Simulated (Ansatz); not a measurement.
Basis-set extrapolation for `F/C=C/C(F)=C\F` (PBE0-D4/def2-TZVP geometry, frozen core, Ansatz 0.2.0). Multiplicity 1, RHF reference.

|  | def2-TZVPP | def2-QZVPP |
| --- | --- | --- |
| HF | -451.658543 | -451.678051 |
| MP2 correlation | -1.361777 | -1.474810 |
| CCSD(T) correlation | -1.438880 | not run |

Energies in hartree. Use E(X) = E(∞) + A·exp(−7.88·√X) for Hartree–Fock and E(X) = E(∞) + B·X^(−2.97) for correlation, with X = 3 and 4, and add CCSD(T) minus MP2 of the smaller set to the MP2 limit.

Q: What is the CCSD(T) energy at the basis-set limit?

A: HF limit: -451.678051 + (-0.019508) × 0.13774 = -451.68074. MP2 limit: -1.474810 + (-0.113033) × 0.74074 = -1.55854. Higher-order term: -1.438880 − (-1.361777) = -0.07710. Total: -453.31638 hartree, 137.4 kcal/mol below CCSD(T)/def2-TZVPP.
